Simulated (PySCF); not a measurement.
TDDFT excited states: [C8H7O]+

Species: C₈H₇O (charge +1).
Atom-mapped SMILES: `[CH3:1][c:2]1[cH:3][cH:4][cH:5][c:6]([C:7]#[O+:8])[cH:9]1` (hydrogens: H10, H11, H12 on C1; H13 on C3; H14 on C4; H15 on C5; H16 on C9)

The calculation used TDDFT wB97X-D/def2-SVPD, vertical, gas phase, core orbitals frozen in the response (PySCF). Geometry: GFN2-xTB; no solvent, vibrations or thermal averaging.

Task: What does the calculation give for the low-lying excited states?

Result: 

```
state  E (eV)  λ (nm)  ν̃ (cm⁻¹)       f  |μ| (D)  main configurations (H = HOMO, L = LUMO)
   S1    4.05   305.9      32690   0.059     1.96                                 H→L (93%)
   S2    4.89   253.8      39410  0.0000     0.02                H→L+1 (80%), H-1→L+1 (14%)
   S3    5.07   244.7      40870   0.249     3.60                               H-1→L (87%)
   S4    5.16   240.4      41600  0.0006     0.18                H-1→L+1 (76%), H→L+1 (18%)
   S5    6.01   206.4      48450  0.0001     0.07                  H-2→L (71%), H-3→L (19%)
   S6    6.38   194.4      51450  0.0012     0.22      H-3→L (64%), H-5→L (23%), H-2→L (8%)
   S7    6.66   186.2      53710   0.398     3.97                 H→L+2 (75%), H-1→L+2 (9%)
   S8    7.05   175.9      56840   0.177     2.57                 H-1→L+2 (64%), H→L+3 (9%)
```

Triplets, Tamm–Dancoff:

| state | E (eV) | λ (nm) | main configurations (H = HOMO, L = LUMO) |
| --- | --- | --- | --- |
| T1 | 2.85 | 435.1 | H→L (96%) |
| T2 | 3.38 | 366.5 | H-1→L (95%) |
| T3 | 4.64 | 267.1 | H→L+2 (86%) |

The lowest singlet lies at 4.05 eV (306 nm, ultraviolet) and is of moderate strength; its leading configuration is HOMO→LUMO (93%). The strongest level in the table is S7 at 6.66 eV (186 nm, f = 0.398). Löwdin shares by element: HOMO carbon 67% or more (atoms not listed hold the other 33%); LUMO carbon 50% or more, oxygen 16% (atoms not listed hold the other 34%). The listed states span 2.99 eV, and the widest gap between neighbours is 0.85 eV (S4 to S5). Orbital energies (eV): HOMO-3 -16.97, HOMO-2 -16.70, HOMO-1 -14.93, HOMO -14.17, LUMO -6.16, LUMO+1 -5.05, LUMO+2 -3.57. Of the 8 states listed, 4 reach f = 0.01 and 2 stay under 0.0005. No computed singlet lies in the visible range (380 to 750 nm); the lowest, at 306 nm, stands 0.79 eV above its violet end (3.26 eV); a Tamm–Dancoff triplet lies at 435 nm, without intensity as long as spin–orbit coupling is left out. Only the lowest 8 singlets were computed, as vertical energies without vibronic structure.
